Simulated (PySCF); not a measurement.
C₄H₉LiO, charge +1, doublet, geometry from GFN2-xTB (such geometries of metal compounds can be far from the true shape) (a state made from the parent by changing its charge; the spin is typed, not shown lowest), with bond 13-6 at 2.0 times its length; PySCF with HF/STO-3G.

The PySCF input:
```python
from pyscf import gto, scf

mol = gto.Mole()
mol.atom = '''
    Li    1.00275402    1.90289940    1.94010571
    O     0.42811941    0.81981246    0.84106518
    C    -0.07634044   -0.06171066   -0.00743218
    C     1.01719818   -1.15247791   -0.34195455
    C    -1.36757166   -0.71656562    0.44818983
    C    -0.26881521    0.62624137   -1.41888001
    H     0.63507046   -1.83349040   -1.09361338
    H     1.21378005   -1.68000699    0.58880178
    H     1.93137196   -0.67982516   -0.68895318
    H    -1.20791031   -1.24093350    1.39012098
    H    -1.73909090   -1.41960691   -0.29026196
    H    -2.12734785    0.04276591    0.63187034
    H     1.58859075    1.54328355   -2.07241565
    H    -1.02408265    1.39647012   -1.27974469
    H    -0.60172127   -0.11025644   -2.14094915
'''
mol.basis = 'sto-3g'
mol.charge = 1
mol.spin = 1
mol.verbose = 4
mol.build()

mf = scf.UHF(mol)
mf.conv_tol = 1e-12
mf.kernel()
```

### Question
What does PySCF print? Leave out banner, timings and long lists.

### Answer

```
PySCF version 2.14.0

[INPUT] verbose = 4
[INPUT] num. atoms = 15
[INPUT] num. electrons = 43
[INPUT] charge = 1
[INPUT] spin (= nelec alpha-beta = 2S) = 1
[INPUT] symmetry False subgroup None
[INPUT] Mole.unit = angstrom
[INPUT] Symbol           X                Y                Z      unit          X                Y                Z       unit  Magmom
[...]
nuclear repulsion = 208.851342806429
number of shells = 27
number of NR pGTOs = 117
number of NR cGTOs = 39
basis = sto-3g
ecp = {}

******** <class 'pyscf.scf.uhf.UHF'> ********
method = UHF
initial guess = minao
damping factor = 0
level_shift factor = 0
DIIS = <class 'pyscf.scf.diis.CDIIS'>
diis_start_cycle = 1
diis_space = 8
diis_damp = 0
SCF conv_tol = 1e-12
SCF conv_tol_grad = None
SCF max_cycles = 50
direct_scf = True
direct_scf_tol = 1e-13
number electrons alpha = 22  beta = 21
Set gradient conv threshold to 1e-06
init E= -236.354027738814

cycle= 1 E= -235.432350709059  delta_E= 0.922  |g|= 0.469  |ddm|= 3.13
cycle= 2 E= -235.450378546026  delta_E= -0.018  |g|= 0.509  |ddm|= 1.36
cycle= 3 E= -235.6166591449  delta_E= -0.166  |g|= 0.0975  |ddm|= 0.77
cycle= 4 E= -235.629511141319  delta_E= -0.0129  |g|= 0.039  |ddm|= 0.198
cycle= 5 E= -235.633583501201  delta_E= -0.00407  |g|= 0.019  |ddm|= 0.128
cycle= 6 E= -235.634962090145  delta_E= -0.00138  |g|= 0.0072  |ddm|= 0.104
cycle= 7 E= -235.635274740435  delta_E= -0.000313  |g|= 0.00504  |ddm|= 0.0478
cycle= 8 E= -235.635460041223  delta_E= -0.000185  |g|= 0.00313  |ddm|= 0.042
cycle= 9 E= -235.635562481071  delta_E= -0.000102  |g|= 0.00225  |ddm|= 0.0349
cycle= 10 E= -235.635618677554  delta_E= -5.62e-05  |g|= 0.00185  |ddm|= 0.0262
cycle= 11 E= -235.635650633025  delta_E= -3.2e-05  |g|= 0.00178  |ddm|= 0.0156
cycle= 12 E= -235.635657573617  delta_E= -6.94e-06  |g|= 0.00186  |ddm|= 0.00379
cycle= 13 E= -235.635609329156  delta_E= 4.82e-05  |g|= 0.00139  |ddm|= 0.0281
cycle= 14 E= -235.635603098995  delta_E= 6.23e-06  |g|= 0.000716  |ddm|= 0.0213
cycle= 15 E= -235.635602624173  delta_E= 4.75e-07  |g|= 0.000297  |ddm|= 0.0153
cycle= 16 E= -235.635603105243  delta_E= -4.81e-07  |g|= 0.000171  |ddm|= 0.00447
cycle= 17 E= -235.635603287387  delta_E= -1.82e-07  |g|= 9.72e-05  |ddm|= 0.00184
cycle= 18 E= -235.635603369564  delta_E= -8.22e-08  |g|= 6.84e-05  |ddm|= 0.00106
cycle= 19 E= -235.635603408512  delta_E= -3.89e-08  |g|= 4.01e-05  |ddm|= 0.00074
cycle= 20 E= -235.635603423837  delta_E= -1.53e-08  |g|= 2.37e-05  |ddm|= 0.000522
cycle= 21 E= -235.635603429805  delta_E= -5.97e-09  |g|= 1.74e-05  |ddm|= 0.000307
cycle= 22 E= -235.635603430494  delta_E= -6.89e-10  |g|= 1.48e-05  |ddm|= 8.35e-05
cycle= 23 E= -235.635603431696  delta_E= -1.2e-09  |g|= 1.39e-05  |ddm|= 9.27e-05
cycle= 24 E= -235.635603432001  delta_E= -3.06e-10  |g|= 1.33e-05  |ddm|= 3.89e-05
cycle= 25 E= -235.635603432316  delta_E= -3.15e-10  |g|= 1.33e-05  |ddm|= 2.73e-05
cycle= 26 E= -235.635603432522  delta_E= -2.06e-10  |g|= 1.34e-05  |ddm|= 1.97e-05
cycle= 27 E= -235.635603431927  delta_E= 5.95e-10  |g|= 1.29e-05  |ddm|= 5.06e-05
cycle= 28 E= -235.635603431428  delta_E= 4.98e-10  |g|= 1.21e-05  |ddm|= 4.28e-05
cycle= 29 E= -235.63560343033  delta_E= 1.1e-09  |g|= 9.81e-06  |ddm|= 0.000105
cycle= 30 E= -235.635603429531  delta_E= 7.99e-10  |g|= 6.11e-06  |ddm|= 0.000146
cycle= 31 E= -235.635603429209  delta_E= 3.23e-10  |g|= 3.17e-06  |ddm|= 0.000124
cycle= 32 E= -235.635603429245  delta_E= -3.62e-11  |g|= 1.68e-06  |ddm|= 4.05e-05
cycle= 33 E= -235.635603429255  delta_E= -1.03e-11  |g|= 8.49e-07  |ddm|= 2.79e-05
cycle= 34 E= -235.635603429258  delta_E= -3.35e-12  |g|= 4.34e-07  |ddm|= 1.2e-05
cycle= 35 E= -235.635603429259  delta_E= -3.41e-13  |g|= 2.76e-07  |ddm|= 4.91e-06
Extra cycle  E= -235.63560342926  delta_E= -1.14e-12  |g|= 2.36e-07  |ddm|= 9.45e-07
converged SCF energy = -235.63560342926  <S^2> = 0.75722755  2S+1 = 2.0072145
```
